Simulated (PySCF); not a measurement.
A run for PySCF: U-HF/LANL2DZ on BeBrI (SMILES [Br][Be][I]), a point of a bond scan (R = 2.382 Å).

```python
from pyscf import gto, scf, dft, mp
from pyscf.data.elements import chemcore

mol = gto.M(
    atom='''
    Be   -0.00000000   -0.00000000   -0.50333561
    Br   -0.00000000   -0.00000000   -2.45917122
    I     0.00000000    0.00000000    1.87849901
    ''',
    basis='lanl2dz',
    ecp={'Br': 'lanl2dz', 'I': 'lanl2dz'},
    charge=0, spin=0, verbose=3, max_memory=1800)
mf = scf.UHF(mol)
mf.conv_tol = 1e-8
mf.max_cycle = 100
mf.init_guess_breaksym = True
mf.kernel()
if not mf.converged:
    mf = mf.newton().run(mf.mo_coeff, mf.mo_occ)
for _ in range(4):
    mo, _, stable, _ = mf.stability(return_status=True)
    if stable:
        break
    mf.kernel(mf.make_rdm1(mo, mf.mo_occ))
```

Q: Predict the final total energy.

A: -38.8428 hartree.
